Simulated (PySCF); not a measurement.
Run record: geometry optimisation, `Brc1cc[o+]cc1`.

Method: PBE0/def2-SVP geometry optimisation, gas phase (PySCF 2.14.0). Start geometry: GFN2-xTB. The input is one job of a driver script: a line of settings, then coordinates in Å.

Input:
```
{"job": {"xc": "PBE0", "basis": "def2-SVP", "grid": 1, "kind": "geom"}, "charge": 1, "multiplicity": 1}
Br    -2.364143    -1.833841     0.050207
C     -0.893868    -0.692728     0.016860
C     -1.058776     0.705724     0.019210
C      0.064070     1.492844    -0.006004
O      1.276755     0.989443    -0.030664
C      1.461317    -0.310780    -0.032507
C      0.418813    -1.201600    -0.010696
H     -2.042052     1.150425     0.040851
H      0.036460     2.576647    -0.007202
H      2.503634    -0.608363    -0.052110
H      0.603214    -2.265102    -0.013909
```

Output:
```
step   0  E = -2840.91076633  max force = 0.011421
step   1  E = -2840.90972257  max force = 0.005219
step   2  E = -2840.91138146  max force = 0.002196
step   3  E = -2840.91179054  max force = 0.003426
step   4  E = -2840.91178025  max force = 0.004263
step   5  E = -2840.91185073  max force = 0.002394
step   6  E = -2840.91187860  max force = 0.001501
step   7  E = -2840.91189549  max force = 0.000934
step   8  E = -2840.91189732  max force = 0.000310
optimisation converged
```

Energies in Eh; «max force» is the largest Cartesian gradient component in Eh/bohr.

Task: How much energy does the optimisation release, in kcal/mol?

Result: E(step 0) − E(last step) = 0.001131 Eh, which is 0.7 kcal/mol.

Main results: final energy -2840.91190 Eh after 8 steps.

Task: Where do the atoms end?

Result: 0.018 Å rms from the input after alignment:
```
atom  x, y, z in Å
Br1   -2.1479   -1.6807   -1.1658
C2    -0.8189   -0.6392   -0.4468
C3    -1.0484    0.7197   -0.1554
C4    -0.0203    1.4491    0.3814
O5     1.1604    0.9073    0.6238
C6     1.4076   -0.3638    0.3606
C7     0.4513   -1.1848   -0.1766
H8    -2.0123    1.1961   -0.3445
H9    -0.0670    2.5063    0.6524
H10    2.4274   -0.6605    0.6157
H11    0.6861   -2.2306   -0.3829
```

Time: 38 s of wall time; peak memory 0.58 GiB. Hardware: Intel Xeon 6975P-C, one thread, shared host with 192 logical CPUs at a one-minute load of 56.
Labels such as C1 count atoms from 1, the log's own numbers from 0.
